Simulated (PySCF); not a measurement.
# Zinc: highly charged ions in a basis for the neutral atom

Zn¹⁶⁺ [Ne] 3s2 3p2, Zn¹⁷⁺ [Ne] 3s2 3p1. Calculation: PySCF 2.14, in x2c-SVPall; the spin-free X2C one-electron Hamiltonian (Gaussian nucleus). No spin-orbit coupling, so a gap to NIST mixes the basis error with missing relativistic terms.

Changed run: basis of the neutral atom used for a highly charged ion. This setting is unsound on purpose.

| species | method | sound run (hartree) | changed run (hartree) | converged |
| --- | --- | --- | --- | --- |
| Zn¹⁶⁺ | UHF | not run | -1661.32620 | yes |
| Zn¹⁶⁺ | M06-L | not run | -1661.90307 | yes |
| Zn¹⁶⁺ | BP86 | not run | -1662.09317 | yes |
| Zn¹⁷⁺ | UHF | not run | -1640.75030 | yes |
| Zn¹⁷⁺ | M06-L | not run | -1641.28798 | yes |
| Zn¹⁷⁺ | BP86 | not run | -1641.47316 | yes |

Ionisation energy of Zn¹⁶⁺:

| method | changed run (eV) | NIST (eV) |
| --- | --- | --- |
| UHF | 559.90 | 577.8 ± 1.3 |
| M06-L | 560.97 | 577.8 ± 1.3 |
| BP86 | 561.10 | 577.8 ± 1.3 |

The contracted functions were made for the neutral atom and can be too rigid for a highly charged ion.
